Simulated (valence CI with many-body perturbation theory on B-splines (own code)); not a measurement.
## E1 transitions of I38+

Calculated by relativistic CI+MBPT: five valence electrons over a frozen Dirac-Fock core [Ne], a basis of 11 s, 11 p, 10 d, 8 f, 5 g, 2 h functions for each j, with the one-electron correlation potential Σ1, the two-electron term Σ2, the three-electron term Σ3, Breit, model QED; selected CI, second order for the rest, scaled by the run's own slope (own B-spline code, finite nucleus).

No measured spectrum was set against this ion. As an estimate, large intervals hold to a few tenths of a per cent, small ones and those within an open d or f shell to about a per cent. Among the levels kept, up to 4700 cm⁻¹ of a level comes from second order outside the variational space, and about a tenth of that is noise between levels of different J, which matters for small intervals.

Lines 51 to 100 of 556 in falling wavelength, among levels below 4194.4 × 10³ cm⁻¹, chosen from the strongest by gf and those to the six lowest levels. Wavelengths and rates use the calculated energies. Electric multipoles are in the length gauge, E1 and E2 with the static RPA response of the core. Weak lines are less certain than strong ones. Lines between different terms over intervals too small for the method are left out, as are lines whose strength nearly cancels. The highest levels of a list are the least certain.

Levels are named by their leading jj configuration (3d3/2^4 stands for four electrons in 3d with j = 3/2), which in mixed levels can hold well under half, so a name can repeat and another be missing. Letters in brackets count levels of one name in rising energy.

```
λ vac (nm)                               Upper                               Lower   A (s⁻¹)  S (a.u.)
     9.955          (3s 3p1/2^2 3p3/2^2) J=3/2          (3s^2 3p1/2 3p3/2^2) J=3/2  4.72e+09  9.20e-03
     9.913  (3s 3p1/2^2 3d3/2 3d5/2) J=3/2 [b]  (3s 3p1/2 3p3/2^2 3d3/2) J=5/2 [a]  8.89e+09  1.71e-02
     9.848        (3s 3p1/2 3p3/2^3) J=3/2 [b]                (3s^2 3p3/2^3) J=3/2  8.94e+09  1.69e-02
     9.730  (3s 3p1/2 3p3/2^2 3d5/2) J=9/2 [c]          (3s^2 3p3/2^2 3d5/2) J=9/2  8.06e+09  3.67e-02
     9.654          (3s 3p1/2^2 3d5/2^2) J=9/2  (3s 3p1/2 3p3/2^2 3d5/2) J=7/2 [a]  5.75e+09  2.55e-02
     9.632  (3s 3p1/2^2 3p3/2 3d5/2) J=7/2 [b]  (3s^2 3p1/2 3p3/2 3d5/2) J=7/2 [a]  4.72e+09  1.66e-02
     9.610            (3s 3p1/2 3p3/2^3) J=1/2                (3s^2 3p3/2^3) J=3/2  5.30e+09  4.65e-03
     9.496  (3s^2 3p1/2 3p3/2 3d3/2) J=3/2 [a]          (3s^2 3p1/2 3p3/2^2) J=1/2  1.15e+08  1.95e-04
     9.349          (3s 3p1/2^2 3d5/2^2) J=7/2  (3s 3p1/2 3p3/2^2 3d5/2) J=7/2 [a]  1.08e+10  3.48e-02
     8.874  (3s^2 3p1/2 3p3/2 3d3/2) J=5/2 [a]          (3s^2 3p1/2 3p3/2^2) J=5/2  6.86e+08  1.42e-03
     8.833  (3s^2 3p1/2 3p3/2 3d3/2) J=3/2 [a]          (3s^2 3p1/2 3p3/2^2) J=5/2  1.31e+09  1.78e-03
     8.667  (3s^2 3p1/2 3p3/2 3d5/2) J=3/2 [a]          (3s^2 3p1/2 3p3/2^2) J=1/2  1.17e+08  1.51e-04
     8.422      (3s^2 3p1/2 3p3/2 3d3/2) J=7/2          (3s^2 3p1/2 3p3/2^2) J=5/2  5.83e+07  1.37e-04
     8.395  (3s^2 3p1/2 3p3/2 3d3/2) J=5/2 [a]          (3s^2 3p1/2 3p3/2^2) J=3/2  8.77e+07  1.54e-04
     8.389          (3s^2 3p1/2^2 3d3/2) J=3/2          (3s^2 3p1/2^2 3p3/2) J=3/2  1.14e+09  1.33e-03
     8.112          (3s 3p1/2^2 3d5/2^2) J=7/2  (3s 3p1/2^2 3p3/2 3d5/2) J=5/2 [b]  1.53e+10  3.22e-02
     8.073  (3s 3p1/2^2 3d3/2 3d5/2) J=7/2 [b]  (3s 3p1/2^2 3p3/2 3d5/2) J=7/2 [a]  1.29e+10  2.67e-02
     8.038          (3s^2 3p3/2 3d5/2^2) J=7/2      (3s^2 3p3/2^2 3d5/2) J=5/2 [a]  1.62e+10  3.32e-02
     7.919  (3s^2 3p1/2 3p3/2 3d5/2) J=7/2 [a]          (3s^2 3p1/2 3p3/2^2) J=5/2  2.07e+08  4.06e-04
     7.819          (3s^2 3p3/2^2 3d3/2) J=5/2                (3s^2 3p3/2^3) J=3/2  3.85e+09  5.45e-03
     7.780  (3s^2 3p1/2 3p3/2 3d5/2) J=5/2 [a]          (3s^2 3p1/2 3p3/2^2) J=5/2  1.25e+08  1.74e-04
     7.757          (3s^2 3p3/2^2 3d3/2) J=1/2                (3s^2 3p3/2^3) J=3/2  1.94e+09  8.95e-04
     7.736  (3s^2 3p1/2 3p3/2 3d3/2) J=1/2 [b]          (3s^2 3p1/2 3p3/2^2) J=1/2  1.13e+09  5.16e-04
     7.736     (3s^2 3p3/2 3d3/2 3d5/2) J=11/2          (3s^2 3p3/2^2 3d5/2) J=9/2  1.12e+10  3.06e-02
     7.709  (3s^2 3p1/2 3p3/2 3d3/2) J=3/2 [b]          (3s^2 3p1/2 3p3/2^2) J=1/2  1.87e+08  1.69e-04
     7.709  (3s^2 3p1/2 3p3/2 3d5/2) J=3/2 [a]          (3s^2 3p1/2 3p3/2^2) J=3/2  2.53e+08  2.29e-04
     7.694          (3s 3p1/2^2 3p3/2^2) J=5/2          (3s^2 3p1/2^2 3p3/2) J=3/2  1.30e+08  1.75e-04
     7.555  (3s 3p1/2 3p3/2^2 3d5/2) J=9/2 [a]  (3s^2 3p1/2 3p3/2 3d5/2) J=7/2 [a]  4.18e+10  8.90e-02
     7.542  (3s 3p1/2^2 3p3/2 3d3/2) J=5/2 [a]          (3s^2 3p1/2^2 3d3/2) J=3/2  2.37e+08  3.02e-04
     7.516  (3s 3p1/2 3p3/2^2 3d5/2) J=7/2 [b]  (3s^2 3p1/2 3p3/2 3d5/2) J=5/2 [b]  9.36e+09  1.57e-02
     7.514          (3s 3p1/2^2 3d5/2^2) J=9/2  (3s 3p1/2^2 3p3/2 3d5/2) J=7/2 [a]  3.60e+10  7.55e-02
     7.511  (3s^2 3p3/2 3d3/2 3d5/2) J=9/2 [a]          (3s^2 3p3/2^2 3d5/2) J=7/2  6.81e+09  1.42e-02
     7.486  (3s 3p1/2^2 3p3/2 3d3/2) J=3/2 [a]          (3s^2 3p1/2^2 3d3/2) J=3/2  1.46e+09  1.21e-03
     7.466  (3s^2 3p1/2 3p3/2 3d3/2) J=5/2 [b]          (3s^2 3p1/2 3p3/2^2) J=5/2  1.15e+09  1.42e-03
     7.465  (3s 3p1/2^2 3p3/2 3d3/2) J=1/2 [a]          (3s^2 3p1/2^2 3d3/2) J=3/2  4.34e+08  1.78e-04
     7.410  (3s^2 3p1/2 3p3/2 3d5/2) J=5/2 [a]          (3s^2 3p1/2 3p3/2^2) J=3/2  1.92e+09  2.31e-03
     7.390        (3s 3p1/2 3p3/2^3) J=3/2 [a]          (3s^2 3p1/2 3p3/2^2) J=1/2  1.14e+09  9.05e-04
     7.364      (3s 3p1/2^2 3d3/2 3d5/2) J=9/2      (3s 3p1/2^2 3p3/2 3d5/2) J=9/2  1.41e+10  2.77e-02
     7.356     (3s 3p1/2 3p3/2^2 3d5/2) J=11/2      (3s^2 3p1/2 3p3/2 3d5/2) J=9/2  3.34e+10  7.87e-02
     7.331            (3s 3p3/2^3 3d5/2) J=9/2          (3s^2 3p3/2^2 3d3/2) J=7/2  6.53e+09  1.27e-02
     7.310  (3s 3p1/2^2 3p3/2 3d5/2) J=7/2 [a]          (3s^2 3p1/2^2 3d5/2) J=5/2  2.48e+10  3.83e-02
     7.303  (3s 3p1/2 3p3/2^2 3d5/2) J=5/2 [a]        (3s 3p1/2 3p3/2^3) J=3/2 [a]  1.27e+10  1.47e-02
     7.266  (3s^2 3p1/2 3p3/2 3d3/2) J=3/2 [b]          (3s^2 3p1/2 3p3/2^2) J=5/2  1.41e+09  1.07e-03
     7.235          (3s^2 3p1/2 3d5/2^2) J=9/2  (3s^2 3p1/2 3p3/2 3d5/2) J=7/2 [b]  4.57e+10  8.54e-02
     7.232  (3s 3p1/2 3p3/2^2 3d3/2) J=7/2 [c]  (3s^2 3p1/2 3p3/2 3d3/2) J=5/2 [b]  1.13e+10  1.68e-02
     7.226  (3s^2 3p3/2 3d3/2 3d5/2) J=5/2 [e]          (3s^2 3p3/2^2 3d5/2) J=3/2  1.61e+10  1.79e-02
     7.208  (3s 3p1/2 3p3/2^2 3d5/2) J=7/2 [d]  (3s^2 3p1/2 3p3/2 3d5/2) J=5/2 [b]  1.51e+10  2.23e-02
     7.202      (3s^2 3p1/2 3p3/2 3d5/2) J=1/2          (3s^2 3p1/2 3p3/2^2) J=1/2  1.30e+10  4.78e-03
     7.195  (3s 3p1/2 3p3/2^2 3d5/2) J=5/2 [c]  (3s^2 3p1/2 3p3/2 3d5/2) J=3/2 [b]  1.46e+10  1.61e-02
     7.181      (3s^2 3p3/2 3d3/2^2) J=3/2 [b]          (3s^2 3p3/2^2 3d3/2) J=1/2  2.01e+10  1.47e-02
```
